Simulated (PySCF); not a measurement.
C₃H₁₀FNSi, SMILES CN(C)C[SiH2]F. The structure is a stationary point at PBE-D3(BJ)/def2-SVP. This is a generated structure with no PubChem entry under its InChIKey; it may be hypothetical. Other conformers were not sampled.

Computed equilibrium geometry at PBE-D3(BJ)/def2-SVP (PySCF confirms it by a frequency run) as a Z-matrix (one conformer of several):
```
N
C 1 1.4507
H 2 1.1081 1 110.56
H 2 1.1089 3 107.68 1 120.32
H 2 1.1252 3 107.52 4 115.82
C 1 1.4517 2 111.80 3 176.23
H 6 1.1089 1 110.19 2 -174.85
H 6 1.1093 7 107.81 1 -119.97
H 6 1.1245 7 107.81 8 -115.92
C 1 1.4574 2 112.72 3 -55.66
H 10 1.1130 1 108.85 2 -169.19
H 10 1.1291 11 104.99 1 -121.85
Si 10 1.8912 11 104.07 12 -115.39
F 13 1.6432 10 109.26 11 -49.58
H 13 1.5014 14 107.22 10 123.84
H 13 1.5038 15 110.03 3 135.33
```
Charge 0, spin multiplicity 1.
